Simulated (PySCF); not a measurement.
How methods differ on the ionisation energy of Ir

Ir [Xe] 4f14 5d7 6s2 (4F) → Ir⁺ [Xe] 4f14 5d7 6s1 (5F), as a difference of total energies. All numbers are calculated (PySCF 2.14, a scalar-relativistic core potential, in aug-cc-pwCVDZ-PP with ECP60MDF (6s6p5d3f, 70 functions)). Correlated levels: valence and next inner shell: nothing frozen outside the core potential. The calculations carry no spin-orbit coupling.

| method | ionisation energy (eV) | error (eV) |
| --- | --- | --- |
| UHF | 7.031 | -1.895 |
| MP2 (valence and next inner shell) | 8.808 | -0.118 |
| SCS-MP2 (valence and next inner shell) | 8.853 | -0.073 |
| CCSD (valence and next inner shell) | 8.620 | -0.306 |
| CCSD(T) (valence and next inner shell) | 8.769 | -0.157 |

Reference: 8.926 eV (measured; NIST levels, between the centres of gravity of the two terms).

Errors of the correlated levels include the incompleteness of this basis.
